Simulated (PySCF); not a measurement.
A calculated (UHF, PySCF 2.14, cc-pV(T+d)Z, no relativity, point nucleus) atom or ion has these occupied shells.

```csv
shell,electrons,orbital energy (eV),"rms radius, mean of both spins (bohr)"
1s α,1,-2187.5,0.120
1s β,1,-2187.1,0.120
2s α,1,-215.61,0.562
2s β,1,-215.12,0.562
2p α,3,-158.32,0.540
2p β,3,-157.45,0.540
3s α,1,-30.975,1.99
3s β,1,-25.434,1.99
3p α,2,-19.732,2.31
```

Question: Name the element and its charge.

Answer: P⁺ (phosphorus, charge +1), in [Ne] 3s2 3p2, high-spin 3P determinant.
